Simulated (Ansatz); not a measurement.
Relaxation of Cl₃F₂H₃OW (10 atoms, charge 0, multiplicity 1), to a largest force component of 0.03 eV/Å in at most 50 steps.

Computed with RKS B3LYP/def2-SVP in Ansatz 0.2.0.

```xyz
10
Properties=species:S:1:pos:R:3
W 0.338 -0.205 -0.193
F -0.552 -0.425 2.719
Cl 2.047 0.338 -1.625
F 0.680 1.428 0.683
Cl -1.872 0.411 -0.047
Cl -0.324 -2.467 -0.700
H -0.238 -0.371 -1.740
O 1.427 -1.236 1.011
H 1.532 -2.190 0.839
H 0.318 -0.717 2.851
```

Q: Where does it end, and by what steps?

A: The run converged. After 35 steps the energy has fallen by 0.129 eV; H9 moved furthest, 1.15 Å. Joined: W1–F2 (3.05 → 2.54 Å).

```csv
step,energy less start (eV),largest force component (eV/Å),accepted
0,0.0000,0.381,yes
2,-0.0048,1.358,no
4,-0.0208,1.013,no
6,-0.0397,0.135,yes
8,-0.0518,0.142,yes
10,-0.0558,0.657,no
12,-0.0864,0.176,yes
14,-0.0893,0.122,yes
16,-0.0914,0.185,yes
18,-0.0786,0.919,no
20,-0.0943,0.362,yes
22,-0.0973,0.184,yes
24,-0.0781,1.370,no
26,-0.1051,0.062,yes
28,-0.1126,0.576,yes
30,-0.1135,0.578,no
32,-0.1255,0.102,no
34,-0.1285,0.045,yes
35,-0.1289,0.008,yes
```

```xyz
10
Properties=species:S:1:pos:R:3
W 0.121 -0.341 -0.029
F -0.581 -0.689 2.389
Cl 2.070 -0.556 -1.408
F 0.630 1.358 0.547
Cl -2.032 0.549 -0.033
Cl -0.789 -2.379 -0.557
H -0.105 0.161 -1.606
O 1.424 -1.149 1.166
H 2.319 -1.356 0.844
H 0.300 -1.033 2.485
```

Whether the end is a true minimum wasn't checked by a vibrational analysis.

Time of the run: 2.2 min on 4 threads of Arm Neoverse V2, with other jobs on the host, peak memory 0.48 GiB.
